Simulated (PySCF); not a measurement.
**Bromine: a sound run and one with changed settings**

Sound run: Br²⁺ [Ar] 3d10 4s2 4p3, Br³⁺ [Ar] 3d10 4s2 4p2. All numbers are calculated (PySCF 2.14, a scalar-relativistic core potential, in cc-pVTZ-PP with ECP10MDF). The sound run starts from symmetry-adapted Hartree-Fock orbitals and uses a fine grid where one is needed.

A second run was set up differently.

```json
{"species": "Br²⁺", "method": "UHF", "sound run (hartree)": "-414.35300", "changed run (hartree)": "-414.35300", "converged": "yes"}
{"species": "Br²⁺", "method": "B3LYP", "sound run (hartree)": "-415.65123", "changed run (hartree)": "-417.10451", "converged": "yes"}
{"species": "Br²⁺", "method": "PBE", "sound run (hartree)": "-415.58826", "changed run (hartree)": "-417.95975", "converged": "yes"}
{"species": "Br³⁺", "method": "UHF", "sound run (hartree)": "-413.08064", "changed run (hartree)": "-413.08064", "converged": "yes"}
{"species": "Br³⁺", "method": "B3LYP", "sound run (hartree)": "-414.36359", "changed run (hartree)": "-415.50083", "converged": "yes"}
{"species": "Br³⁺", "method": "PBE", "sound run (hartree)": "-414.30176", "changed run (hartree)": "-416.16776", "converged": "yes"}
```

Ionisation energy of Br²⁺:

| method | sound run (eV) | changed run (eV) |
| --- | --- | --- |
| UHF | 34.623 | 34.623 |

Problem. What was changed?
A. a valence shell is frozen
B. level shift left on
C. all electrons correlated in a valence basis
D. angular grid far too coarse

Solution. D. It used 6 angular points. A coarse angular grid integrates products of high-l functions wrongly, so density functionals can shift, and the SCF can exploit the error; Hartree-Fock and MP2 need no grid.
